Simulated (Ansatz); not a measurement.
A nudged elastic band was laid between two geometries of FGeH3 + FH (7 atoms, charge 0, multiplicity 1).

The calculation used Ansatz 0.2.0, RKS PBE-D4/def2-SVP.

```json
{
  "movable images": "7",
  "climbing image": "yes",
  "spring": "5.0 eV/Å²",
  "optimiser": "quadratic models (default)",
  "start path": "through a guess of the saddle point",
  "force threshold": "0.05 eV/Å",
  "iteration limit": "60",
  "end points": "relaxed"
}
```

Image 0:

```xyz
7
Properties=species:S:1:pos:R:3
Ge 0.315 -0.188 0.064
H 0.682 -0.439 1.540
H 1.533 0.265 -0.779
F -0.750 1.263 0.040
H -0.478 -1.324 -0.611
F -2.290 -0.102 1.466
H -1.959 0.640 0.970
```

Image 8:

```xyz
7
Properties=species:S:1:pos:R:3
Ge -0.404 -0.126 -0.714
H -0.035 0.275 3.338
H 1.031 -0.027 -0.153
F -0.825 1.425 -1.401
H -0.743 -1.217 -1.753
F -1.493 -0.336 0.644
H -0.480 0.122 2.728
```

(1) Which bonds break or form, and what moves?

(2) What energy profile does the band end with?

(3) What is the geometry of the highest image?

Results:

(1) Bonds broken: Ge1–H2, F6–H7. Bonds formed: Ge1–F6, H2–H7. FGeH3 + FH becomes F2GeH2 + H2.

(2) The forces met the threshold. The highest image is number 4 of 0 to 8, 32.4 kcal/mol above the first end and 37.9 kcal/mol above the last; the last end lies 5.5 kcal/mol below the first. Neighbouring images differ by up to 1.5 eV, so the band resolves the path poorly. A vibrational analysis at the climbing image gives one clearly imaginary mode, 780i cm⁻¹: a first-order saddle point. The orbitals stay closed-shell, which can raise the energy where a bond breaks towards radicals; this wasn't checked here.

```
image  path coordinate (Å)  energy (kcal/mol)  Ge1–H2 (Å)  F6–H7 (Å)  Ge1–F6 (Å)
    0                 0.00                0.0        1.54       0.95        2.96
    1                 0.88                3.6        1.54       0.94        3.11
    2                 1.75                9.2        1.56       0.94        3.13
    3                 2.63               16.3        1.59       0.95        2.76
    4                 3.51               32.4        1.81       1.12        2.08
    5                 4.59               -1.5        2.58       1.96        1.77
    6                 5.66               -5.2        3.56       2.45        1.75
    7                 6.74               -5.4        3.99       2.38        1.75
    8                 7.82               -5.5        4.09       2.36        1.75
```

(3) 
```xyz
7
Properties=species:S:1:pos:R:3
Ge -0.188 0.014 -0.078
H -0.033 -0.823 1.520
H 1.249 0.570 0.028
F -0.967 1.250 -1.071
H -0.556 -1.290 -0.816
F -1.577 0.592 1.359
H -0.877 -0.197 1.749
```

The run took 4.2 min on 1 thread of Arm Neoverse V2, with other jobs on the host, peak memory 0.14 GiB.
